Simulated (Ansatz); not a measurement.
CH₇ClOSi₂ (`C[SiH2][SiH](O)Cl`). Total charge 0; spin multiplicity 1.

Cartesian coordinates in Å:
```
C 1.775 -0.602 0.338
Si 0.688 0.904 0.098
Si -1.544 0.247 -0.107
O -1.645 -0.741 -1.415
Cl -2.070 -0.795 1.608
H 2.821 -0.311 0.459
H 1.466 -1.156 1.227
H 1.698 -1.268 -0.523
H 1.081 1.668 -1.120
H 0.775 1.826 1.265
H -2.545 1.343 -0.196
H -2.500 -1.116 -1.634
```

List the harmonic frequencies (cm⁻¹, unscaled) at PBE0-D4/def2-TZVP in Ansatz. (An estimate is asked.)

Computed: 38, 90, 115, 169, 206, 259, 308, 409, 442, 532, 609, 670, 717, 750, 814, 848, 876, 889, 933, 943, 1276, 1450, 1453, 2202, 2211, 2214, 3057, 3144, 3146, 3903.

Is this a minimum?

Yes, all 30 modes are real.

Give the ideal-gas thermochemistry at 298.15 K and 1 bar (rigid rotor, harmonic oscillator; point group C1, symmetry number 1).

Zero-point energy 207.4 kJ/mol; H(298) − E = 233.0 kJ/mol; entropy 390.3 J/(mol·K), of which translation 169.2, rotation 119.0, vibration 102.1; G(298) − E = 116.7 kJ/mol. Modes under 100 cm⁻¹ are hindered rotations or soft bends, so the harmonic entropy is rough.

And at 400, 500, 600, 800 and 1000 K?


| T (K) | H − E (kJ/mol) | S (J/mol/K) | G − E (kJ/mol) |
| --- | --- | --- | --- |
| 400 | 247.9 | 433.1 | 74.7 |
| 500 | 264.6 | 470.2 | 29.5 |
| 600 | 282.8 | 503.5 | -19.2 |
| 800 | 323.0 | 561.0 | -125.9 |
| 1000 | 366.7 | 609.7 | -243.1 |
